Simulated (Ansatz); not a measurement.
Cartesian coordinates in Å:
```
O -1.5298 -0.5052 0.9103
Si -0.7337 0.4024 -0.2021
C 1.1241 0.1540 -0.0384
Cl 1.4528 -1.6010 -0.1982
H -1.3197 -1.4416 0.9203
H -1.0805 1.8152 0.0861
H -1.1085 0.0449 -1.5951
H 1.5046 0.4658 0.9346
H 1.6906 0.6655 -0.8176
```

The species carries charge 0 and has multiplicity 1.

List the PBE/def2-TZVPP orbital energies in eV (Ansatz 0.2.0). (An estimate is asked.)

Ansatz gave: Occupied: -2739.14, -1780.09, -510.42, -270.30, -249.67, -190.45, -190.16, -190.15, -137.77, -94.53, -94.50, -94.48, -25.18, -21.39, -16.74, -13.91, -11.71, -11.23, -10.71, -9.37, -9.16, -8.30, -7.52, -7.32, -6.80. Lowest empty: -1.01, -0.32, 0.46, 1.13, 1.30, 1.72, 1.81, 2.01.
